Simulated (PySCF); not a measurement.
H₃AsS: breathing scan

All numbers come from PBE0/[As def2-TZVP, S def2-TZVP, H def2-TZVP], no relativity, density fitting, PySCF.

Rigid scan from the singlet minimum (As–H 1.514 Å (×3), As–S 2.051 Å; H–As–H 100.5° (×3), H–As–S 117.4° (×3)). Coordinate: all bonds to the central atom scaled together. Energies in kJ/mol from the minimum.

```tsv
scale of all bonds to the centre	E (kJ/mol)	dipole size (D)
0.88	236.7	3.56
0.92	93.2	3.73
0.96	20.7	3.90
1.00	0.0	4.04
1.04	16.5	4.17
1.08	59.2	4.27
1.14	155.0	4.36
1.22	313.1	4.37
1.35	584.6	4.12
```

At long bonds a restricted determinant can lie too high, and another spin state can fall below this curve.

Other isomers or separated fragments may lie lower.
